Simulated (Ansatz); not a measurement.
System: C$_{3}$H$_{8}$ClSi, net charge 0, doublet state. It need not be the lowest isomer of its formula. 
Structure (B3LYP-D3(BJ)/def2-TZVP (Ansatz, a quantum-chemistry and plane-wave program) minimum search):
SMILES: Cl[Si](C)(C)[CH2]
```xyz
13

Si    -0.0644     0.1079    -0.3387
Cl     0.1488    -0.6026     1.6240
C     -1.6842    -0.4893    -0.9697
C      1.3491    -0.5981    -1.3284
C     -0.0176     1.9696    -0.2504
H     -1.8047    -1.4527    -1.4531
H     -2.6085     0.0577    -0.8190
H      1.3107    -1.6887    -1.3385
H      2.3079    -0.2978    -0.9025
H      1.3066    -0.2450    -2.3616
H     -0.1023     2.4023    -1.2502
H     -0.8395     2.3513     0.3576
H      0.9185     2.3127     0.1935
```
Charge 0, spin multiplicity 2.

Basis-set convergence of Hartree-Fock and MP2 correlation energies (hartree) with Ansatz. Correlated levels leave the core frozen unless marked. UHF or UKS for open shells. Spin-orbit coupling is left out. Non-relativistic.

```
basis        functions       E(HF)  E(corr, MP2)
-----------  ---------  ----------  ------------
cc-pV(D+d)Z        128  -866.75927      -0.63817
cc-pV(T+d)Z        280  -866.82650      -0.80821
cc-pV(Q+d)Z        533  -866.84096      -0.86912
```

Extrapolating the two largest sets (X = 3 and 4) as X^-3: E(corr) = (64·(-0.86912) - 27·(-0.80821))/37 = -0.9136 Eh, an estimate of the basis-set limit. The largest set recovers 95.1 % of it, the smallest 69.9 %.
